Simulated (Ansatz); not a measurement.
The cluster Mg3S4⁻, 7 atoms. Hardware: 4 threads of Arm Neoverse V2 on a shared host.

Correlated methods freeze 23 core orbitals; core or outer-core shells of Mg are correlated, in sets that lack core-valence functions.

Q: How many basis functions does each of these Ansatz runs have, and roughly what does it cost? RPA@PBE/def2-TZVPD, charge -1 doublet, energy, from earlier orbitals; B97M-V/def2-TZVPD, charge -1 doublet, energy, from earlier orbitals; HF/def2-TZVPD, charge -1 doublet, energy, from earlier orbitals; B3LYP-D4/def2-SVPD, charge -1 doublet, relaxation, 40 steps; PBE0-D4/def2-TZVPD, charge -1 doublet, energy, from earlier orbitals; r2SCAN-D4/def2-TZVPD, charge -1 doublet, energy, from earlier orbitals; MP2/def2-TZVPD, charge -1 doublet, energy, from earlier orbitals; PBE-D4/def2-SVP, charge -1 doublet, energy with a search over starts; PBE-D4/def2-TZVPD, charge -1 doublet, energy and forces, from earlier orbitals.

A: Other jobs shared the machine, so times can vary by a factor of up to 3. A dash marks memory too small to be measured apart from the calling script's.

```csv
run,functions,fitting or Cholesky vectors,wall time,peak host memory (GiB)
"PBE-D4/def2-SVP, charge -1 doublet, energy with a search over starts",126,1357,13 s,–
"PBE-D4/def2-TZVPD, charge -1 doublet, energy and forces, from earlier orbitals",289,2096,14 s,0.78
"MP2/def2-TZVPD, charge -1 doublet, energy, from earlier orbitals",289,2026,23 s,1.4
"RPA@PBE/def2-TZVPD, charge -1 doublet, energy, from earlier orbitals",289,2026,23 s,1.2
"PBE0-D4/def2-TZVPD, charge -1 doublet, energy, from earlier orbitals",289,2026,23 s,1.5
"r2SCAN-D4/def2-TZVPD, charge -1 doublet, energy, from earlier orbitals",289,2096,34 s,0.9
"B97M-V/def2-TZVPD, charge -1 doublet, energy, from earlier orbitals",289,2096,47 s,1.2
"HF/def2-TZVPD, charge -1 doublet, energy, from earlier orbitals",289,2548,89 s,1.7
"B3LYP-D4/def2-SVPD, charge -1 doublet, relaxation, 40 steps",171,1600,4.8 min,0.67
```
